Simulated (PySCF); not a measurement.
**HInO: bending curve**

Method: PBE0/[In def2-TZVP with ECP28, O def2-TZVP, H def2-TZVP], scalar-relativistic core potentials, density fitting, no spin–orbit coupling, PySCF.

Rigid scan from the singlet minimum (In–H 1.664 Å, In–O 1.818 Å; H–In–O 180.0°). Coordinate: the O–In–H angle, bonds fixed. Energies in kJ/mol from the minimum.

```
bond angle (°)  E (kJ/mol)  dipole size (D)
            80       221.4             4.56
            90       194.7             4.88
           100       163.1             5.00
           110       130.9             5.01
           120       100.4             4.98
           130        72.4             4.93
           140        48.0             4.89
           150        27.7             4.86
           160        12.6             4.85
           170         3.2             4.85
           180         0.0             4.85
```

Other isomers or separated fragments may lie lower.
